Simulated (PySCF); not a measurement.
## Energy of Al⁺ (aluminium, charge +1) between two integer charges

The 3s beta orbital of [Ne] 3s2 is emptied in steps (occupation f), with all orbitals relaxed, ending at [Ne] 3s1. Calculation: PySCF 2.14, in jorge-DZP-DKH; the spin-free X2C one-electron Hamiltonian (Gaussian nucleus). The exact energy is a straight line in f; departures are measured from the line between the end points of the same method.

```tsv
f	UHF (eV)	LDA (eV)	PBE (eV)	PBE0 (eV)	r2SCAN (eV)	LC-wPBE (eV)	BHandHLYP (eV)	HSE06 (eV)	CAM-B3LYP (eV)
1	0.000	0.000	0.000	0.000	0.000	0.000	0.000	0.000	0.000
0.75	0.038	-0.753	-0.753	-0.553	-0.638	-0.064	-0.404	-0.625	-0.353
0.5	0.048	-0.997	-1.003	-0.735	-0.819	-0.094	-0.551	-0.830	-0.481
0.25	0.034	-0.739	-0.749	-0.548	-0.581	-0.083	-0.426	-0.621	-0.373
0	0.000	0.000	0.000	0.000	0.000	0.000	0.000	0.000	0.000
```

```csv
method,E(f=0) − E(f=1) (eV),−ε at f=1 (eV),−ε at f=0.5 (eV)
UHF,17.543,17.759,17.531
LDA,18.940,14.911,18.976
PBE,18.811,14.799,18.816
PBE0,18.699,15.747,18.709
r2SCAN,18.402,14.921,18.548
LC-wPBE,18.651,18.318,18.601
BHandHLYP,18.738,16.613,18.684
HSE06,18.701,15.362,18.710
CAM-B3LYP,18.957,17.099,18.908
```

Orbital energy along the path (eV):

| f | UHF | LDA | PBE | PBE0 | r2SCAN | LC-wPBE | BHandHLYP | HSE06 | CAM-B3LYP |
| --- | --- | --- | --- | --- | --- | --- | --- | --- | --- |
| 1 | -17.759 | -14.911 | -14.799 | -15.747 | -14.921 | -18.318 | -16.613 | -15.362 | -17.099 |
| 0.75 | -17.635 | -16.946 | -16.803 | -17.228 | -16.775 | -18.465 | -17.632 | -17.043 | -17.991 |
| 0.5 | -17.531 | -18.976 | -18.816 | -18.709 | -18.548 | -18.601 | -18.684 | -18.710 | -18.908 |
| 0.25 | -17.445 | -20.955 | -20.843 | -20.191 | -20.107 | -18.810 | -19.811 | -20.372 | -19.887 |
| 0 | -17.373 | -22.716 | -22.085 | -21.009 | -20.899 | -19.026 | -21.000 | -21.338 | -21.033 |

Reference removal energy between the ground levels: 18.829 eV (measured; NIST Atomic Spectra Database, ionization energies). UHF lacks correlation.
